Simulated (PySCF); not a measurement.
**Spinor energies of Nb (niobium, neutral)**

Start: [Kr] 4d3 5s1 6s1; 4d5/2 filled at m_j = +1/2, +3/2, +5/2; 5s1/2 filled at m_j = +1/2; 6s1/2 filled at m_j = +1/2. Calculated with PySCF 2.14 in x2c-SVPall-2c with one added diffuse shell each of s, p, d type (7s9p7d1f, 76 functions): generalised Hartree-Fock with the X2C-1e Hamiltonian and a Gaussian nucleus; one run each with spin-orbit coupling (SO) switched off, then screened by Boettger's factors. This is a chosen level, not necessarily the ground level.

| spinor shell | electrons | ε, spin-free (eV) | ε, screened SO (eV) | weight of nominal j (screened SO) | rms radius, screened SO (bohr) |
| --- | --- | --- | --- | --- | --- |
| 1s1/2 | 2 | -19090.5 | -19089.7 | 1.000 | 0.0415 |
| 2s1/2 | 2 | -2748.4 | -2748.2 | 1.000 | 0.171 |
| 2p1/2 | 2 | -2449.2 | -2515.3 | 1.000 | 0.149 |
| 2p3/2 | 4 | -2449.2 | -2418.0 | 1.000 | 0.154 |
| 3s1/2 | 2 | -495.55 | -495.54 | 1.000 | 0.471 |
| 3p1/2 | 2 | -394.72 | -405.90 | 1.000 | 0.471 |
| 3p3/2 | 4 | -394.72 | -389.50 | 1.000 | 0.482 |
| 3d3/2 | 4 | -229.80 | -231.52 | 0.984 | 0.472 |
| 3d5/2 | 6 | -229.80 | -228.67 | 0.989 | 0.475 |
| 4s1/2 | 2 | -78.998 | -79.020 | 1.000 | 1.23 |
| 4p3/2 | 4 | -49.469 | -48.410 | 0.869 | 1.39 |
| 4p1/2 | 2 | -49.469 | -51.760 | 0.737 | 1.39 |
| 4d5/2 | 3 | -14.251 | -14.227 | 0.774 | 2.10 |
| 5s1/2 | 1 | -10.139 | -10.146 | 1.000 | 3.59 |
| 6s1/2 | 1 | -2.173 | -2.173 | 1.000 | 10.1 |

```csv
quantity,spin-free,screened SO
E (hartree),-3816.55349,-3816.93974
M_J,11/2,11/2
⟨J²⟩,35.760,35.760
⟨L²⟩,12.007,12.045
⟨S²⟩,8.752,8.742
```

Each row is a mean over spinors that exchange with the open shell spreads, by up to 6.557 eV (4p3/2).

Rows whose weight is well below 1 are mixtures of j = l ± 1/2: exchange outweighs spin-orbit coupling there, and the label is only the starting occupation.

Breit and QED terms are absent; they matter most for the inner s and p1/2 levels.

Densities and radii are taken from the X2C orbitals without a picture-change correction, which distorts them close to the nucleus.

Without spin-orbit coupling the j labels of p, d and f shells carry no meaning; the spin-free column gives the mean over the occupied spinors of each nl shell.
